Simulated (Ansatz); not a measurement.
Gas-phase electronic energies from Ansatz, PBE0-D4/def2-TZVP geometries. CBS: MP2 limit from def2 TZ/QZ plus the TZ coupled-cluster correction, frozen cores. This one scheme is used for every species. Functionals use def2-TZVPP. Each species was taken in one conformer, which may not be the lowest.

`[SiH3][SiH2]Cl` + `[NH2][AlH][SiH3]` → `[NH2][AlH][SiH]([SiH3])Cl` + SiH₄  (redistribution)

`[SiH3][SiH2]Cl`:

Cartesian coordinates in Å:
```
Si 0.577 -0.168 -1.045
Si -0.670 0.174 0.903
Cl 0.602 0.084 2.527
H -0.321 -0.106 -2.230
H 1.226 -1.504 -0.991
H 1.618 0.885 -1.161
H -1.324 1.507 0.914
H -1.709 -0.872 1.084
```

`[NH2][AlH][SiH3]`:

Cartesian coordinates in Å:
```
N 0.908 -1.742 -0.243
Al -0.534 -0.726 -0.364
Si -0.347 1.607 0.366
H 1.801 -1.434 0.104
H 0.954 -2.713 -0.511
H -1.850 -1.399 -0.939
H -0.652 2.556 -0.744
H 1.021 1.934 0.862
H -1.303 1.917 1.469
```

`[NH2][AlH][SiH]([SiH3])Cl`:

Z-matrix (Å, degrees):
```
Si
Al 1 2.455
Cl 1 2.092 2 107.1
Si 1 2.340 2 113.3 3 -118.1
H 1 1.491 2 114.4 3 117.2
N 2 1.766 1 115.3 3 106.3
H 2 1.583 1 126.0 3 -72.3
H 4 1.489 1 109.5 2 50.0
H 4 1.487 1 112.3 2 171.0
H 4 1.490 1 108.9 2 -68.0
H 6 1.008 2 125.0 1 -177.8
H 6 1.008 2 124.9 1 -0.1
```

SiH₄:

Z-matrix (Å, degrees):
```
Si
H 1 1.485
H 1 1.485 2 109.5
H 1 1.485 2 109.5 3 -120.0
H 1 1.485 2 109.5 3 120.0
```

```
             level  ΔE (eV)
           ωB97M-V    -0.06
            B2PLYP    -0.04
     HF/def2-TZVPP     0.00
CCSD(T)/def2-TZVPP    -0.05
```

Problem. What does CCSD(T)/CBS give? (Estimate.)

Solution. The calculation gave: -0.06 eV. The listed levels differ from it by 0.00, 0.02, 0.06, 0.01 eV.

Largest T1 diagnostic among the species: 0.013.

The D4 term adds −0.06 eV with B3LYP and −0.04 eV with PBE0; it sums over pairs of atoms, weighted by their polarisabilities, and B3LYP, whose exchange is more repulsive, gets the larger term. In def2-TZVPP, CCSD(T) changes the Hartree–Fock value by −0.05 eV (the triples alone add −0.02 eV) and MP2 by −0.07 eV.

B3LYP here is the variant with VWN-RPA as its local correlation; programs differ in this.
